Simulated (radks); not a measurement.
Values are calculated unless marked as measured or tabulated.
Tl4+, 77 electrons, occupied as [Kr] 4d10 4f14 5s1.75 5p6 5d9.25 (fractional occupations, a model configuration). Level of theory: Dirac Kohn-Sham, BLYP, spin-unpolarised, spherical densities, finite nucleus; open shells are shared between the two j in proportion to 2j + 1; Fermi nuclear charge, rms radius 5.4759 fm (a radial shooting solver on a logarithmic mesh with Libxc functionals).

Spin-orbit splittings of the eigenvalues, e(l+1/2) - e(l-1/2), with zeta = 2 splitting/(2l+1) and mean radii in bohr:

| shell | occ. | splitting (eV) | zeta (eV) | <r> j=l-1/2 | <r> j=l+1/2 |
|---|---|---|---|---|---|
| 2p | 6 | 2066 | 1377 | 0.05588 | 0.06468 |
| 3p | 6 | 459.3 | 306.2 | 0.1674 | 0.1835 |
| 3d | 10 | 98.11 | 39.24 | 0.1595 | 0.1644 |
| 4p | 6 | 111.7 | 74.48 | 0.3931 | 0.4274 |
| 4d | 10 | 20.85 | 8.340 | 0.4333 | 0.4444 |
| 4f | 14 | 4.608 | 1.317 | 0.4639 | 0.4704 |
| 5p | 6 | 20.65 | 13.77 | 0.9349 | 1.025 |
| 5d | 9.25 | 2.488 | 0.9951 | 1.274 | 1.314 |
| 6p | 0 | 3.026 | 2.017 | 2.352 | 2.539 |
